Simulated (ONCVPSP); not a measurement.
**What the settings do to the ONCV potential of silicon**

Base potential:

- Element: silicon (Si)
- Generator: ONCVPSP 4.0.1
- Type: optimised norm-conserving Vanderbilt (ONCV)
- Functional: PBE
- Relativity: scalar-relativistic
- Frozen core: [Ne]
- Valence charge: 4
- Reference configuration: 3s2 3p1 (charge +1)
- Partial waves: 3s: rc 1.60 bohr, ncon 4, nbas 7, qcut 4.9 1/bohr, local; 3p: rc 2.10 bohr, ncon 4, nbas 7, qcut 4.2 1/bohr, 3 projectors, debl 0.6 Ha
- Local potential: the s channel
- Core correction: none

Cutoffs, loose and tight: the cutoffs (Ha) at which the residual kinetic energy of the hardest occupied pseudo-wave falls to 1 and 0.1 mHa per electron. They do not see the model core or the augmentation charge, which bear on the density cutoff. Test errors are all-electron minus pseudo excitation energies from the reference, over the configurations 3s2 3p2; 3s2 3p0; 3s1 3p0; 3s1 3p3. A dash means not determined; rows that change the core or the reference have their own tests.

A true bound ghost makes a file unfit for plane-wave use even where its test errors are small: the radial tests pick states by their node count and pass the ghost by.

| change | outcome | cutoff, loose | cutoff, tight | bound ghosts | GHOST(+) flags above zero | largest test error (meV) |
| --- | --- | --- | --- | --- | --- | --- |
| base | generated | 8.3 Ha | 11 Ha | p | p | +68 |
| s: nproj 1; local potential polynomial inside 1.40 bohr (lpopt 5, dvloc0 6 Ha) | generated | 8.3 Ha | 11 Ha | none | p | +70 |
| s: qcut 3.4; p: qcut 2.9 | generated | 14 Ha | 37 Ha | p | p | +66 |
| p: rc 2.44 | generated | 8.3 Ha | 11 Ha | none | none | +62 |
| p: nbas 8 | generated | 8.3 Ha | 11 Ha | none | p | +67 |
| p: nproj 1 | generated | 8.3 Ha | 11 Ha | none | none | +68 |
| core correction Teter function, fcfact 2.25, rcfact 1.8 | generated | 8.3 Ha | 11 Ha | p | p | -177 |

Task: What comes out with this change to the base: s: rc 2.04?

Result: outcome: generated; cutoff, loose: 8.2 Ha; cutoff, tight: 10 Ha; bound ghosts: p; GHOST(+) flags above zero: p; largest test error (meV): +67.

Task: What comes out with this change to the base: s: qcut 3.3?

Result: outcome: generated; cutoff, loose: 15 Ha; cutoff, tight: 38 Ha; bound ghosts: p; GHOST(+) flags above zero: p; largest test error (meV): +69.
